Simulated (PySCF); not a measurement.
Bonds broken one at a time in the series Ge F-H. Gas-phase values, no solvent. Strings in code marks are SMILES.

Computed with PySCF with PBE-D3(BJ)/def2-TZVP // B3LYP-D3(BJ)/def2-TZVP. 

| species | dipole moment (D) |
|---|---|
| whole molecule (`[F][Ge]([F])([F])[F]`) | 0.00 |
| radical fragment (`[F][Ge]([F])[F]`) | 1.93 |
| whole molecule (`[F][GeH]([F])[F]`) | 2.33 |
| radical fragment (`[GeH]([F])[F]`) | 2.32 |
| whole molecule (`[GeH2]([F])[F]`) | 2.48 |
| radical fragment (`[GeH2][F]`) | 1.90 |
| whole molecule (`[F][GeH3]`) | [?] |
| radical fragment (`[GeH3]`) | [?] |
| whole molecule (`[GeH4]`) | 0.00 |

Some entries are withheld; supply them.


- whole molecule (`[F][GeH3]`), dipole moment (D): 2.04
- radical fragment (`[GeH3]`), dipole moment (D): 0.05
